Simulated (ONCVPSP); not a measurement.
**Potentials for helium compared**

Generated with ld1.x 7.5 (TM, RRKJ, ultrasoft, PAW), atompaw 4.2 or ONCVPSP 4.0.1. The cutoff is in Ry: for ld1.x and atompaw files where the sum of valence levels is converged to 10 mRy in a Bessel basis, for ONCV files where the hardest occupied wave has 1 mHa per electron of residual kinetic energy. The error is the largest all-electron minus pseudo excitation energy over each file’s own four to seven test configurations (ionisations up to +4, promotions, holes and added fractions of an electron), all of which were solved. The labels leave out finer settings (local radius, basis sizes, second energies), which also bear on the numbers. Spin-polarised tests are not counted. The rows are a selection from randomly drawn settings: files with unsolved tests, undetermined cutoffs or missed reference levels are left out.

A true bound ghost makes a file unfit for plane-wave use even where its test errors are small: the radial tests pick states by their node count and pass the ghost by.

| potential | cutoff (Ry) | largest error (meV) | bound ghosts |
| --- | --- | --- | --- |
| ONCV, PBEsol, scalar-relativistic, rc 0.70/0.60 (sp), local smoothed, core correction no, reference 1s2, qcut 8.9/12.8, projectors 2/2 | 194 | +25 | none |
| ONCV, LDA (Perdew-Wang 92), non-relativistic, rc 0.40/0.40 (sp), local smoothed, core correction no, reference 1s2, qcut 12.7/20.1, projectors 2/2 | 344 | +2.4 | none |
| ONCV, PBE, scalar-relativistic, rc 0.55/0.55 (sp), local s, core correction no, reference 1s1, qcut 14.2/14.7, projectors 0/2 | 154 | +5.8 | none |
| ONCV, PBE, scalar-relativistic, rc 0.45/0.40 (sp), local smoothed, core correction no, reference 1s1, qcut 12/17.9, projectors 3/3 | 429 | +1.7 | s, p |
| ONCV, PW91, scalar-relativistic, rc 0.60/0.65 (sp), local s, core correction no, reference 1s0.5, qcut 10/15.2, projectors 0/2 | 539 | +30 | none |
| ONCV, PBEsol, non-relativistic, rc 0.45/0.45 (sp), local s, core correction no, reference 1s1, qcut 13.1/20.6, projectors 0/1 | 455 | +1.3 | none |
| ONCV, LDA (Perdew-Wang 92), scalar-relativistic, rc 0.70/0.65 (sp), local smoothed, core correction no, reference 1s2, qcut 10.4/14.8, projectors 2/2 | 102 | +21 | none |

(1) Fill in the row for He: ONCV, PBEsol, scalar-relativistic, rc 0.85 (s), local smoothed, core correction no, reference 1s2, qcut 13.1, projectors 2.

(2) Fill in the row for He: ONCV, LDA (Perdew-Zunger), scalar-relativistic, rc 0.55/0.50 (sp), local smoothed, core correction no, reference 1s2, qcut 11.1/16.2, projectors 1/2.

Results:

(1) cutoff 106 Ry, largest error +21 meV, bound ghosts: none.

(2) cutoff 166 Ry, largest error +6.6 meV, bound ghosts: none.
